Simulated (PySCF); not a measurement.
Al(Me)(OH)(SeH) (CH₅AlOSe), SMILES [CH3][Al]([OH])[SeH]. Coordinates come from a PBE-D3(BJ)/def2-SVP optimisation. The structure was generated by enumeration; whether it is a known compound was not checked. The values are those of a single conformer.

Computed equilibrium geometry at PBE-D3(BJ)/def2-SVP (PySCF confirms it by a frequency run) as a Z-matrix (one conformer of several):
```
Al
O 1 1.7210
H 2 0.9691 1 125.30
C 1 1.9495 2 117.89 3 179.85
H 4 1.1083 1 112.83 2 178.15
H 4 1.1100 5 108.17 1 122.27
H 4 1.1101 5 108.07 6 115.58
Se 1 2.3449 2 121.60 3 -0.10
H 8 1.4856 1 92.76 2 0.09
```
